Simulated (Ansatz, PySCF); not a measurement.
Gas-phase reaction in SMILES: N=C=O + H+ → [NH2+]=C=O
Geometries: B3LYP-D3(BJ)/def2-TZVP minima from Ansatz (a first-principles code).
Geometry of the first species:
```xyz
4

N     -1.1014     0.2807     0.2471
C      0.0427    -0.0239    -0.0008
O      1.1482    -0.1990    -0.3207
H     -1.7320    -0.2289     0.8408
```
Charge 0, spin multiplicity 1.

Wanted: proton affinity (enthalpy at 298 K, with B3LYP-D3(BJ) rigid-rotor harmonic-oscillator terms from PySCF), positive where the reaction releases energy, in kcal/mol. Cores are frozen in the correlated levels unless marked. Spin-orbit coupling is left out. No relativistic terms. CBS(X,Y): correlation extrapolated as X^-3; Hartree-Fock from the larger set.

```csv
level,program,proton affinity (kcal/mol)
B3LYP-D3(BJ)/def2-TZVPD,Ansatz + dftd3,171.7
B3LYP-D4/def2-TZVPD,Ansatz + dftd4,171.2
PBE0/STO-3G,Ansatz,215.3
TPSSh-D4/def2-TZVPD,PySCF + dftd4,172.9
CAM-B3LYP-D3(BJ)/def2-TZVPD,Ansatz + dftd3,170.8
wB97M-V/def2-TZVPD,Ansatz,…
wB97X/def2-TZVPD,Ansatz,…
RPA@PBE/cc-pVTZ,Ansatz,179.0
SCS-MP2/aug-cc-pVTZ,Ansatz,173.8
SCS-MP2/cc-pVQZ,Ansatz,174.6
CCSD/aug-cc-pVDZ,Ansatz,175.3
"CCSD(T)/CBS(cc-pVTZ,cc-pVQZ)",Ansatz,172.9
```

Problem. Complete the blanks.

Solution. 
- wB97M-V/def2-TZVPD, proton affinity (kcal/mol): 170.6
- wB97X/def2-TZVPD, proton affinity (kcal/mol): 174.0
